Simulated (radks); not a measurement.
Results of a calculation; reference values are marked as such.
Problem. Valence configurations of Dy I (all share [Xe]). Level of theory: Dirac Kohn-Sham, BLYP, spin-unpolarised, spherical densities, finite nucleus; open shells are shared between the two j in proportion to 2j + 1; Fermi nuclear charge, rms radius 5.2218 fm (a radial shooting solver on a logarithmic mesh with Libxc functionals). Order these by energy: 4f9 5d1 6s1 6p1; 4f10 5d2; 4f10 5d1 6s1; 4f10 6s2; 4f9 5d1 6s2; 4f9 5d2 6s1; 4f9.5 5d0.5 6s2; 4f10 6s1 6p1.

Solution. From the lowest, in eV above it: 4f10 6s2 0.000; 4f9.5 5d0.5 6s2 1.486; 4f10 5d1 6s1 2.642; 4f10 6s1 6p1 2.719; 4f9 5d1 6s2 4.203; 4f10 5d2 5.366; 4f9 5d2 6s1 6.327; 4f9 5d1 6s1 6p1 7.236. NIST lists [Xe] 4f10 6s2 as the ground configuration; this level of theory agrees among the configurations tried. The energies are those of spherical spin-averaged densities, not of single terms. No valid solution was reached for [Xe] 4f11 5d1; [Xe] 4f12.
